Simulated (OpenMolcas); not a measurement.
# V4+, Nb4+, Ta4+: d down the group

```yaml
Program: OpenMolcas
Method: RASSCF
Basis: ANO-RCC-VQZP
Scalar_Hamiltonian: DKH2, point nucleus
Spin-orbit_coupling: RASSI with atomic mean-field integrals over the reference wave functions, term energies averaged over their components
```

Active space for each ion: 7 electrons in 8 orbitals (RAS1 p, at most 2 holes; RAS2 d).

Computed levels in cm-1 above ²D_3/2:

```tsv
Level	V4+	Nb4+	Ta4+
²D_5/2	637	2008	7594
weight of ²D in the lowest level (%)	100	100	100
```

Measured, with the error of the calculation in %. Measured levels: V4+ from Sugar and Corliss, J. Phys. Chem. Ref. Data 7, 1191 (1978); Nb4+ from Moore, Atomic Energy Levels, vol. II, NSRDS-NBS 35 (1971 reprint of NBS Circular 467, 1952).

```csv
Level,V4+,Nb4+
²D_5/2,625 (+1.9),1870 (+7.4)
```

The fine-structure level ²D_5/2 changes by a factor of 11.9 from V4+ to Ta4+.

Without dynamic correlation excited terms often stand tens of per cent too high (terms of higher spin than the ground term too low), and those without a measured partner can miss by more than the paired ones. Active for correlation alone: 3p; no level in the range computed is led by a configuration that opens it, so any true level of that kind is missing (holds for V4+). Active for correlation alone: 4p; no level in the range computed is led by a configuration that opens it, so any true level of that kind is missing (holds for Nb4+). Active for correlation alone: 5p; no level in the range computed is led by a configuration that opens it, so any true level of that kind is missing (holds for Ta4+). Measured partners are found by configuration, term and J. A level has none where our copy of the source lacks it or the pairing is in doubt (some pairs that miss far off the trend of their configuration count as doubtful), and it then counts in no deviation. Levels of configurations outside the active space are missing.
